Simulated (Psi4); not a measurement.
A dimer, HLiO ··· H3N (SMILES [Li][OH] and N), singlet; the first 3 atoms form monomer A.

```
7

Li    -0.8318    -0.7893    -0.7412
O      0.1215     0.1194     0.1178
H      0.7103     0.6699     0.6234
N     -3.3824    -4.3208    -0.9943
H     -3.7109    -4.1715    -0.0471
H     -4.1998    -4.3951    -1.5890
H     -2.9128    -5.2188    -1.0130
```

Task: What interaction energy does SAPT0/jun-cc-pVDZ, all electrons correlated (Psi4) give, and which attractive term is the largest?

Result: Total -13.29 kJ/mol: electrostatics -12.73, exchange 0.02, induction -0.48, dispersion -0.10. The most attractive term is electrostatics.
